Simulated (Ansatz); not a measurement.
Consider the ligand exchange at the Si–S bond: `F[Si](F)(F)S[Si](F)(F)F` + H–F → silicon tetrafluoride + `F[Si](F)(F)S`.

Program: Ansatz. Geometries: PBE0-D4/def2-TZVP. ΔE: electronic, gas phase. CBS: MP2 limit from def2 TZ/QZ plus the TZ coupled-cluster correction, frozen cores. This one scheme is used for every species. DFT in def2-TZVPP. B3LYP here is the variant with VWN-RPA as its local correlation; programs differ in this. HSE06 is defined as in plane-wave codes. One conformer a species, not always the lowest.

```json
{"level": "B97M-V", "ΔE (eV)": "-1.02"}
{"level": "HSE06-D4", "ΔE (eV)": "-0.85"}
{"level": "B3LYP", "ΔE (eV)": "-1.12"}
{"level": "MP2/def2-TZVPP", "ΔE (eV)": "-0.98"}
```

Problem. What does CCSD(T)/CBS give? (Best estimate.)

Solution. Computed: -0.98 eV. The listed levels differ from it by -0.04, 0.13, -0.14, 0.00 eV.

Problem. What do rigid-rotor, harmonic-oscillator terms from PBE0-D4/def2-TZVP frequencies (298.15 K, 1 bar) make of the CCSD(T)/CBS value? (Estimate.)

Solution. Ansatz gave: ΔZPE = 0.00 eV, ΔH = -1.03 eV, ΔS = 4 J/(mol·K), ΔG = -1.04 eV. Modes under 50 cm⁻¹ make the entropy rough.

Largest T1 diagnostic among the species: 0.012.

From PBE to PBE0 (25 % exact exchange), in def2-TZVPP and without D4, ΔE moves by −0.04 eV. The D4 term adds +0.18 eV with B3LYP and +0.10 eV with PBE0; it sums over pairs of atoms, weighted by their polarisabilities, and B3LYP, whose exchange is more repulsive, gets the larger term. At CCSD(T), def2-SVP lies −0.03 eV from the extrapolated value and def2-TZVPP −0.05 eV.
